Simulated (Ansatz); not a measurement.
Reaction (redistribution): `CNB(C)O` + `OBS` → `CNBO` + `COBS`

Calculated with Ansatz (gas phase, PBE0-D4/def2-TZVP geometries, no zero-point term in ΔE). CBS: MP2 limit from def2 TZ/QZ plus the TZ coupled-cluster correction, frozen cores. Functionals use def2-TZVPP. B3LYP here is the variant with VWN-RPA as its local correlation; programs differ in this. Each species was taken in one conformer, which may not be the lowest.

`CNB(C)O`:

Z-matrix (Å, degrees):
```
C
N 1 1.440
H 1 1.095 2 112.1
H 1 1.095 2 112.1 3 121.7
H 1 1.092 2 110.7 3 -119.1
B 2 1.411 1 128.9 3 119.4
H 2 1.006 1 114.0 3 -60.7
O 6 1.377 2 122.5 1 -0.1
C 6 1.574 2 120.7 1 179.9
H 8 0.959 6 114.4 2 0.1
H 9 1.094 6 110.5 2 122.7
H 9 1.093 6 113.7 2 1.2
H 9 1.094 6 110.4 2 -120.1
```

`OBS`:

Cartesian coordinates in Å:
```
O -1.440 -0.342 -0.202
B -0.143 -0.006 -0.374
S 0.983 0.163 1.037
H -1.711 -0.482 0.710
H 0.246 0.179 -1.486
H 2.065 0.489 0.315
```

`CNBO`:

```xyz
10

C    -1.295    0.269   -0.673
N    -0.359   -0.046    0.375
B     1.026   -0.150    0.241
O     1.774   -0.462    1.350
H    -1.856    1.186   -0.460
H    -0.750    0.421   -1.605
H    -2.018   -0.538   -0.835
H    -0.768   -0.204    1.283
H     1.537    0.033   -0.833
H     2.710   -0.510    1.157
```

`COBS`:

Z-matrix (Å, degrees):
```
C
O 1 1.412
H 1 1.094 2 111.4
H 1 1.092 2 108.9 3 120.7
H 1 1.092 2 108.9 3 -120.7
B 2 1.343 1 121.9 3 -0.2
S 6 1.807 2 117.2 1 -180.0
H 6 1.199 2 121.9 1 0.0
H 7 1.341 6 95.3 2 -180.0
```

```json
{"level": "PBE-D4", "ΔE (kJ/mol)": "85.5", "difference from CCSD(T)/CBS": "-2.2"}
{"level": "r2SCAN-D4", "ΔE (kJ/mol)": "88.5", "difference from CCSD(T)/CBS": "0.8"}
{"level": "PBE0-D4", "ΔE (kJ/mol)": "87.4", "difference from CCSD(T)/CBS": "-0.3"}
{"level": "B3LYP-D4", "ΔE (kJ/mol)": "80.1", "difference from CCSD(T)/CBS": "-7.6"}
{"level": "ωB97X-V", "ΔE (kJ/mol)": "81.2", "difference from CCSD(T)/CBS": "-6.5"}
{"level": "ωB97M-V", "ΔE (kJ/mol)": "85.7", "difference from CCSD(T)/CBS": "-2.0"}
{"level": "B2PLYP", "ΔE (kJ/mol)": "81.2", "difference from CCSD(T)/CBS": "-6.5"}
{"level": "PBE", "ΔE (kJ/mol)": "83.6", "difference from CCSD(T)/CBS": "-4.1"}
{"level": "r2SCAN", "ΔE (kJ/mol)": "88.1", "difference from CCSD(T)/CBS": "0.4"}
{"level": "PBE0", "ΔE (kJ/mol)": "85.9", "difference from CCSD(T)/CBS": "-1.8"}
{"level": "B3LYP", "ΔE (kJ/mol)": "77.1", "difference from CCSD(T)/CBS": "-10.6"}
{"level": "HF/def2-TZVPP", "ΔE (kJ/mol)": "71.8", "difference from CCSD(T)/CBS": "-15.9"}
{"level": "MP2/def2-TZVPP", "ΔE (kJ/mol)": "90.0", "difference from CCSD(T)/CBS": "2.3"}
{"level": "SCS-MP2/def2-TZVPP", "ΔE (kJ/mol)": "81.9", "difference from CCSD(T)/CBS": "-5.8"}
{"level": "CCSD/def2-TZVPP", "ΔE (kJ/mol)": "84.7", "difference from CCSD(T)/CBS": "-3.0"}
{"level": "CCSD(T)/def2-TZVPP", "ΔE (kJ/mol)": "85.6", "difference from CCSD(T)/CBS": "-2.1"}
{"level": "HF/def2-QZVPP", "ΔE (kJ/mol)": "71.1", "difference from CCSD(T)/CBS": "-16.6"}
{"level": "MP2/def2-QZVPP", "ΔE (kJ/mol)": "90.9", "difference from CCSD(T)/CBS": "3.2"}
{"level": "SCS-MP2/def2-QZVPP", "ΔE (kJ/mol)": "83.2", "difference from CCSD(T)/CBS": "-4.5"}
{"level": "HF/CBS(def2)", "ΔE (kJ/mol)": "71.0", "difference from CCSD(T)/CBS": "-16.7"}
{"level": "MP2/CBS(def2)", "ΔE (kJ/mol)": "92.1", "difference from CCSD(T)/CBS": "4.4"}
{"level": "CCSD/CBS(def2)", "ΔE (kJ/mol)": "86.8", "difference from CCSD(T)/CBS": "-0.9"}
{"level": "CCSD(T)/CBS", "ΔE (kJ/mol)": "87.7", "difference from CCSD(T)/CBS": "0"}
```

Largest T1 diagnostic among the species: 0.013.

In def2-TZVPP, CCSD(T) changes the Hartree–Fock value by +13.8 kJ/mol (the triples alone add +0.9 kJ/mol) and MP2 by +18.2 kJ/mol.
